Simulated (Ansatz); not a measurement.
`F/C=C\C=C(F)F`, charge 0, multiplicity 1.

Q: Give a relaxed structure at PBE0-D4/def2-TZVP (Ansatz 0.2.0). (Best estimate.)

A: Computed: 
Z-matrix (Å, degrees):
```
C
C 1 1.327
F 1 1.338 2 122.0
H 1 1.082 2 125.3 3 180.0
C 2 1.442 1 124.3 3 -0.0
H 2 1.083 1 116.6 3 180.0
C 5 1.325 2 123.1 1 180.0
H 5 1.081 2 120.0 1 -0.0
F 7 1.314 5 125.2 2 0.0
F 7 1.311 5 124.7 2 -180.0
```
Point group Cs.
This is one stationary point; other conformers may exist.
